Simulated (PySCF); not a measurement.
CH7B2FSi.
Bonds: C1–B2, B2–Si3, B2–B4, B4–F5. Hydrogens: H6, H7, H8 on C1; H9, H10, H11 on Si3; H12 on B4.

Method used: PBE0-D3(BJ)/def2-SVP geometry optimisation, gas phase in PySCF.

Question: Give the optimised bond lengths and angles.

Answer: 
```json
{"bond": "C1–B2", "length (Å)": "1.563", "order": "single"}
{"bond": "B2–Si3", "length (Å)": "2.033", "order": "single"}
{"bond": "B2–B4", "length (Å)": "1.684", "order": "single"}
{"bond": "B4–F5", "length (Å)": "1.330", "order": "single"}
{"bond": "C1–H6", "length (Å)": "1.112", "order": "single"}
{"bond": "C1–H7, C1–H8", "length (Å)": "1.100", "order": "single"}
{"bond": "Si3–H9, Si3–H10, Si3–H11", "length (Å)": "1.500", "order": "single"}
{"bond": "B4–H12", "length (Å)": "1.221", "order": "single"}
```

Bonds in one row agree within 0.01 Å and their mean is given. Orders are formal, as drawn. A selection of angles:
```json
{"angle": "B2–C1–H6", "degrees": "102.3"}
{"angle": "B2–C1–H7", "degrees": "115.6"}
{"angle": "H6–C1–H7", "degrees": "105.7"}
{"angle": "H7–C1–H8", "degrees": "110.3"}
{"angle": "C1–B2–Si3", "degrees": "120.0"}
{"angle": "C1–B2–B4", "degrees": "124.5"}
{"angle": "Si3–B2–B4", "degrees": "115.3"}
{"angle": "B2–Si3–H9", "degrees": "113.6"}
{"angle": "B2–Si3–H10", "degrees": "106.7"}
{"angle": "H9–Si3–H10", "degrees": "107.9"}
{"angle": "B2–B4–F5", "degrees": "122.5"}
{"angle": "B2–B4–H12", "degrees": "121.8"}
{"angle": "F5–B4–H12", "degrees": "115.6"}
```

Dihedral angles: C1–B2–B4–F5 -98° (anticlinal). The mirror-image conformer, all signs reversed, is as good.

B4 (three-coordinate boron) is planar (angles 122.5°, 121.8° and 115.6°, sum 359.9°, 0.02 Å off the plane of its three neighbours). B2 (three-coordinate boron) is planar (angles 124.5°, 120.0° and 115.3°, sum 359.9°, 0.04 Å off the plane of its three neighbours). Si3 (SiH3 silicon) is distorted tetrahedral (angles from 106.7° to 113.6°).

Point group: C1 (no symmetry element, even within 0.4 Å). No frequency check. One conformer, not necessarily the lowest.
